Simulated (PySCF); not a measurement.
B3H6N3, charge +1, multiplicity 2. Atoms are numbered in the order given.

```xyz
12

B     -0.0603     0.7179     1.3086
N      0.0837    -0.7035     1.2554
B     -0.0370    -1.4081     0.0000
N      0.0837    -0.7035    -1.2554
B     -0.0603     0.7179    -1.3086
N      0.0060     1.3793     0.0000
H     -0.1766     1.3392     2.3361
H      0.0920    -1.2287     2.1377
H     -0.4546    -2.5589     0.0000
H      0.0920    -1.2287    -2.1377
H     -0.1766     1.3392    -2.3361
H      0.1984     2.3938     0.0000
```
Charge +1, spin multiplicity 2.

Coordinates come from a PBE-D3(BJ)/def2-SVP optimisation. A frequency run showed that this geometry is not a minimum. The spin state was assumed, not searched.

Level of theory: PBE/def2-TZVP run with PySCF.

The molecule is in vacuum.

### Question
Estimate the frontier levels, dipole moment and polarisability. (The exact figures need the calculation; the answer reports its results.)

### Answer

The α spin, highest occupied and lowest empty level is -12.95 and -6.72 eV. The β spin, highest occupied and lowest empty level is -12.67 and -12.24 eV and the dipole moment about the centre of nuclear charge comes out as 0.18 D. The mean static polarisability comes out as 70.4 bohr³ (10.43 Å³) and the polarisability, principal values is 36.6, 82.4, 92.1 bohr³. The ⟨S²⟩ comes out as 0.755 (pure state 0.75).
